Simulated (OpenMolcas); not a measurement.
An OpenMolcas run meant for F⁵⁺ (ANO-R0, X2C; inactive shells 1s; intended active space 2 electrons in 4 orbitals (2s 2p)). One step of its input:

```
&RASSCF
FileOrb=start.orb
Symmetry=1
Spin=3
nActEl=2 0 0
Inactive=1 0
Ras2=1 3
CIRoot=8 8 1
SDav=3
CIMx=300
Iter=95 100
PrWF=0.3
OrbListing=Nothing
MaxOrb=0
Atom
CIOnly
>>> COPY $Project.JobIph JOB001
```

Lines from the output:

```
...
      Number of secondary orbitals               0
      Spin quantum number                      1.0
      State symmetry                             1
Orbital specifications:
      -----------------------

      Symmetry species                           1   2
                                                ag  au
      Frozen orbitals                            0   0
      Inactive orbitals                          1   0
      Active orbitals                            1   3
      RAS1 orbitals                              0   0
      RAS2 orbitals                              1   3
      RAS3 orbitals                              0   0
      Secondary orbitals                         0   0
      Deleted orbitals                           0   0
      Number of basis functions                  2   3
      Number of CSFs                             3
      Number of root(s) required                 8
 ************ ERROR ***********
  You can't ask for more roots
  than there are configurations
 ******************************
--- Stop Module: rasscf at  /rc=_RC_INPUT_ERROR_ ---
.####################.
.# User input error #.
.####################.
```

Problem. What is wrong with the input?

Solution. CIRoot asks for more roots than the active space has configuration state functions.
